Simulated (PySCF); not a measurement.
Compound: C6H5ClO2S.
Geometry (PBE0-D3(BJ)/def2-SVP, Å), atoms numbered from 1 in this order:
```
atom  x, y, z in Å
O1     7.3494   -1.5170    0.4754
S2     6.7996   -1.2270    1.7820
O3     7.1821   -0.0584    2.5442
Cl4    7.2290   -2.8923    2.9847
C5     5.0375   -1.3462    1.7270
C6     4.4491   -2.0897    0.7069
C7     3.0606   -2.1826    0.6760
C8     2.2949   -1.5413    1.6505
C9     2.9073   -0.7992    2.6614
C10    4.2944   -0.6946    2.7084
H11    5.0753   -2.5746   -0.0441
H12    2.5743   -2.7566   -0.1153
H13    1.2057   -1.6187    1.6205
H14    2.3010   -0.2953    3.4169
H15    4.8019   -0.1160    3.4823
```

Computed with PySCF, TDDFT B3LYP/def2-SVPD, vertical, gas phase, core orbitals frozen in the response.

Ground-to-excited transition dipoles (e·a0, same axes as the geometry; the sign carries no meaning), for the states with f of 0.002 or more among the lowest 5:

```tsv
state	E (eV)	μx	μy	μz
S1	4.798	0.029	-0.196	-0.280
S2	4.871	0.841	0.002	0.067
S3	5.127	0.003	-0.075	-0.110
S5	5.819	0.053	-0.148	0.100
```

Q: What oscillator strength does each state have?

A: f = (2/3) ΔE |μ|² with ΔE in hartree (27.2114 eV).

| state | \|μ\|² (au) | \|μ\| (D) | f |
| --- | --- | --- | --- |
| S1 | 0.118 | 0.87 | 0.014 |
| S2 | 0.711 | 2.14 | 0.085 |
| S3 | 0.018 | 0.34 | 0.002 |
| S5 | 0.035 | 0.47 | 0.005 |

Q: What is the point group, and which symmetry does each of these states have?

A: Cs. From a totally symmetric ground state, an allowed state transforms like the component of the dipole operator along its μ. Polarised normal to the mirror plane, so A″: S1 and S3. Polarised in the mirror plane, so A′: S2 and S5.

Q: Which bond between heavy atoms lies closest to the direction of the S2 transition dipole?

A: S2–C5, C9–C10 and C6–C7, at 5° from it; next C8–C9 and C7–C8 at 60°.

Q: What angle do the transition dipoles of S1 and S2 make?

A: |cos θ| = |μa·μb| / (|μa| |μb|) = 0.02, so θ ≈ 89° (taken between 0 and 90°, since the signs are arbitrary).

Q: What peak molar absorption coefficient would the strongest computed level give as a lone Gaussian band 0.3 eV wide at half height?

A: ε(max) = 2.175×10⁸ f / FWHM, with the width in cm⁻¹. S2: 2.175×10⁸ × 0.0849 / 2420 ≈ 7600 L mol⁻¹ cm⁻¹.

One conformer stands for the species.
